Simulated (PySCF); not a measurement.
Lowest triplet excitation (TDA) (eV) of eight silicon and germanium compounds: TDA-PBE beside TDA-M06-2X, computed with PySCF for isolated molecules in the bases named; differences from unrounded values. The eight are the first of their class met in an unordered collection, after screening for sound electronic states; none was chosen by its value. Each molecule has one DFT geometry for both levels.

| molecule | basis | TDA-M06-2X | TDA-PBE | difference |
|---|---|---|---|---|
| CH6ClFSi2, SMILES F[Si@H](Cl)C[SiH3] | def2-SVPD | 7.74 | 6.91 | -0.83 |
| Si(CCH)(Cl)2(Me) (C3H4Cl2Si), SMILES C#C[Si](C)(Cl)Cl | def2-SVPD | 5.02 | ___ | ___ |
| C₃H₉FOSi, SMILES CO[Si@@H](C)CF | def2-SVPD | 6.78 | ___ | ___ |
| C2H5F2NSi, SMILES C/C=N/[SiH](F)F | def2-SVPD | 3.78 | 3.58 | -0.20 |
| C2H5FOSi2, SMILES O=C1C[SiH2][Si@@H]1F | def2-SVPD | 2.36 | 2.14 | -0.22 |
| Ge(F)3(OH) (F₃GeHO), SMILES [OH][Ge]([F])([F])[F] | def2-SVPD | 7.30 | 5.72 | -1.58 |
| C3H12OSi2, SMILES CCCO[SiH2][SiH3] | def2-SVPD | 6.07 | 5.36 | -0.71 |
| Ge(H)3(OAc) (C2H6GeO2), SMILES O=C(C)[O][GeH3] | def2-SVPD | 5.34 | ___ | ___ |

What belongs in the gaps? (The exact figures need the calculation; the answer reports its results.)


- Si(CCH)(Cl)2(Me) (C3H4Cl2Si), SMILES C#C[Si](C)(Cl)Cl, TDA-PBE: 4.80
- Si(CCH)(Cl)2(Me) (C3H4Cl2Si), SMILES C#C[Si](C)(Cl)Cl, difference: -0.22
- Ge(H)3(OAc) (C2H6GeO2), SMILES O=C(C)[O][GeH3], TDA-PBE: 5.09
- Ge(H)3(OAc) (C2H6GeO2), SMILES O=C(C)[O][GeH3], difference: -0.26
- C₃H₉FOSi, SMILES CO[Si@@H](C)CF, TDA-PBE: 5.75
- C₃H₉FOSi, SMILES CO[Si@@H](C)CF, difference: -1.03

TDA-PBE lies below TDA-M06-2X in 8 and above it in 0 of the eight; the mean signed difference is -0.63 and the largest -1.58 eV.
